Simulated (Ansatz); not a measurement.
System: C4H10O2 (charge 0, singlet). 
Coordinates optimised at B3LYP-D3(BJ)/def2-TZVP (Ansatz, an electronic-structure program):
SMILES: COC(C)OC
```xyz
16

C      0.1307    -1.8674    -0.1538
C     -0.2303    -0.4065     0.0098
O      0.8784     0.3645     0.4531
C      1.0594     0.3800     1.8524
O     -0.6328     0.0754    -1.2312
C     -1.1423     1.3992    -1.2040
H      0.4817    -2.2838     0.7907
H     -0.7384    -2.4366    -0.4836
H      0.9216    -1.9588    -0.8981
H     -1.0462    -0.2784     0.7445
H      1.3344    -0.6056     2.2461
H      0.1537     0.7211     2.3700
H      1.8701     1.0758     2.0615
H     -1.9849     1.4787    -0.5057
H     -1.4909     1.6214    -2.2106
H     -0.3711     2.1161    -0.9162
```
Charge 0, spin multiplicity 1.

Basis-set convergence of Hartree-Fock and MP2 correlation energies (hartree) with Ansatz. Cores are frozen in the correlated levels unless marked. No spin-orbit coupling. Non-relativistic.

```csv
basis,functions,E(HF),"E(corr, MP2)"
aug-cc-pVDZ,228,-307.03384,-0.99432
aug-cc-pVTZ,506,…,…
```

Q: Fill in the missing entries.

A: 
- aug-cc-pVTZ, E(HF): -307.11300
- aug-cc-pVTZ, E(corr, MP2): -1.19920
